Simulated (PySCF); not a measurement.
Correlation energy of P³⁺ (phosphorus, charge +3)

[Ne] 3s2, closed-shell 1S. Calculation: PySCF 2.14, in def2-TZVPPD; the non-relativistic Hamiltonian (point nucleus). Frozen: 1s2; 10 electrons correlated.

| level | correlation energy (mhartree) |
| --- | --- |
| CCSD | -202.96 |
| (T) | -1.85 |
| CCSD(T) | -204.81 |

Diagnostics: T1 = 0.0036, D1 = 0.0099, largest double amplitude 0.107.

Is a single reference adequate?

Mostly. T1 lies below 0.03, but a double amplitude of this size points to a near-degeneracy that CCSD handles and MP2 describes poorly.

This basis was not built for core-valence correlation, so the inner-shell part is incomplete.
